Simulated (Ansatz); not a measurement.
Molecular dynamics, step by step

CH$_{2}$BF$_{2}$ (SMILES [CH2+]B(F)F) (charge +1), closed shell, revPBE-D4/def2-SVP (Ansatz 0.2.0). Settings (timestep in fs, temperature in K; T counts 12 degrees of freedom):

```yaml
hamiltonian: {xc: {name: revPBE}, dispersion: d4}
md: {n_steps: 60, timestep: 0.5, temperature: 1000, ensemble: nve, seed: 664, initial_velocities: maxwell_boltzmann}
```

Start (the SMILES describes the start alone):

```
6
angstrom
C -0.3173 0.7461 -0.1536
B 0.3027 -0.7104 0.1469
F -0.2868 -1.4918 0.9890
F 1.3820 -1.0802 -0.4579
H 0.1558 1.4408 -0.8614
H -1.2364 1.0954 0.3369
```

```tsv
step	time (fs)	potential energy less the start (meV)	kinetic energy (meV)	T (K)
0	0.00	0.0	517.0	1000
4	2.00	129.7	388.9	752
8	4.00	301.5	218.4	422
12	6.00	239.2	278.9	540
16	8.00	271.5	247.0	478
20	10.00	273.7	245.7	475
24	12.00	134.8	382.5	740
28	14.00	235.9	283.5	548
32	16.00	228.1	291.2	563
36	18.00	133.2	384.1	743
40	20.00	251.8	268.1	519
44	22.00	184.9	333.2	644
48	24.00	184.6	333.8	646
52	26.00	267.7	252.1	488
56	28.00	141.6	376.9	729
60	30.00	62.9	454.8	880
```

Step 8, positions (Å) and forces (eV/Å):

```json
{"atom": "C1", "x": "-0.327", "y": "0.748", "z": "-0.178", "Fx": "-0.993", "Fy": "2.158", "Fz": "1.574"}
{"atom": "B2", "x": "0.332", "y": "-0.733", "z": "0.132", "Fx": "-2.520", "Fy": "0.744", "Fz": "0.755"}
{"atom": "F3", "x": "-0.284", "y": "-1.484", "z": "0.984", "Fx": "-0.860", "Fy": "-0.277", "Fz": "0.881"}
{"atom": "F4", "x": "1.372", "y": "-1.086", "z": "-0.442", "Fx": "3.471", "Fy": "-0.720", "Fz": "-2.026"}
{"atom": "H5", "x": "0.111", "y": "1.616", "z": "-0.818", "Fx": "-0.592", "Fy": "-1.257", "Fz": "0.427"}
{"atom": "H6", "x": "-1.238", "y": "1.096", "z": "0.536", "Fx": "1.495", "Fy": "-0.647", "Fz": "-1.611"}
```

Step 12, positions (Å) and forces (eV/Å):

```
atom       x       y       z      Fx      Fy      Fz
  C1  -0.337   0.759  -0.184  -0.047   1.081   1.636
  B2   0.335  -0.742   0.129  -2.784   1.095   0.583
  F3  -0.285  -1.481   0.984  -0.881  -0.296   0.915
  F4   1.376  -1.090  -0.439   3.648  -0.770  -2.078
  H5   0.061   1.646  -0.776  -0.301  -0.872  -0.109
  H6  -1.162   1.063   0.557   0.365  -0.238  -0.947
```

Step 56, positions (Å) and forces (eV/Å):

```csv
atom,x,y,z,Fx,Fy,Fz
C1,-0.382,0.769,-0.077,-0.056,-0.005,-1.101
B2,0.358,-0.777,0.070,-1.307,0.730,2.264
F3,-0.359,-1.438,1.000,0.730,0.090,-1.255
F4,1.479,-1.113,-0.479,-0.170,0.083,-0.227
H5,-0.291,1.267,-1.113,-0.309,-0.190,1.052
H6,-1.081,1.306,0.686,1.112,-0.707,-0.733
```

Last step (60):

```
6
angstrom
C -0.3887 0.7566 -0.0727
B 0.3685 -0.7831 0.0897
F -0.3602 -1.4279 0.9880
F 1.4739 -1.1083 -0.4805
H -0.3163 1.2026 -1.0797
H -0.9691 1.3148 0.6507
```

Hardware: 2 CPU threads of an AMD EPYC, shared host. Wall time about 2.8 min.
